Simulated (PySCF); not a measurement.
# Run times: osmium in x2c-TZVPPall

Measured wall times of calculations with PySCF 2.14 in x2c-TZVPPall, with scalar relativity by spin-free X2C-1e, run from one Python driver. Hardware: 1 thread of Neoverse-V1 on a shared host, 1.3 GiB allowed. The two-electron integrals over 97 functions were computed once and kept in memory (7.1 CPU seconds with the set-up); the times below exclude them. Kohn-Sham runs start from converged Hartree-Fock orbitals.

Launch command (the driver calls PySCF for each step listed in the task file):

```bash
OMP_NUM_THREADS=1 python atomrun2.py TASK.json OUT
```

```json
{"species": "Os [Xe] 4f14 5d6 6s2", "step": "UHF with spin-orbit constants", "iterations": "10", "wall time (s)": "4.4"}
{"species": "Os [Xe] 4f14 5d6 6s2", "step": "LDA", "iterations": "9", "wall time (s)": "3.6"}
{"species": "Os [Xe] 4f14 5d6 6s2", "step": "PBE", "iterations": "10", "wall time (s)": "7.5"}
{"species": "Os [Xe] 4f14 5d6 6s2", "step": "PBE0", "iterations": "10", "wall time (s)": "8.6"}
{"species": "Os [Xe] 4f14 5d6 6s2", "step": "r2SCAN", "iterations": "11", "wall time (s)": "17"}
{"species": "Os [Xe] 4f14 5d6 6s2", "step": "LC-wPBE", "iterations": "13", "wall time (s)": "19"}
{"species": "Os [Xe] 4f14 5d6 6s2", "step": "r2SCAN0", "iterations": "13", "wall time (s)": "21"}
{"species": "Os [Xe] 4f14 5d6 6s2", "step": "revPBE", "iterations": "10", "wall time (s)": "7.8"}
{"species": "Os [Xe] 4f14 5d6 6s2", "step": "MP2 (8 electrons)", "iterations": "", "wall time (s)": "0.52"}
{"species": "Os⁺ [Xe] 4f14 5d6 6s1", "step": "UHF with spin-orbit constants", "iterations": "7", "wall time (s)": "2"}
{"species": "Os⁺ [Xe] 4f14 5d6 6s1", "step": "LDA", "iterations": "7", "wall time (s)": "2.9"}
{"species": "Os⁺ [Xe] 4f14 5d6 6s1", "step": "PBE", "iterations": "7", "wall time (s)": "5.6"}
{"species": "Os⁺ [Xe] 4f14 5d6 6s1", "step": "PBE0", "iterations": "7", "wall time (s)": "6.5"}
{"species": "Os⁺ [Xe] 4f14 5d6 6s1", "step": "r2SCAN", "iterations": "7", "wall time (s)": "11"}
{"species": "Os⁺ [Xe] 4f14 5d6 6s1", "step": "LC-wPBE", "iterations": "7", "wall time (s)": "14"}
{"species": "Os⁺ [Xe] 4f14 5d6 6s1", "step": "r2SCAN0", "iterations": "7", "wall time (s)": "13"}
{"species": "Os⁺ [Xe] 4f14 5d6 6s1", "step": "revPBE", "iterations": "7", "wall time (s)": "5.7"}
{"species": "Os⁺ [Xe] 4f14 5d6 6s1", "step": "MP2 (7 electrons)", "iterations": "", "wall time (s)": "0.56"}
```

Peak memory of the process: 0.63 GiB. Times on a shared host vary from run to run.
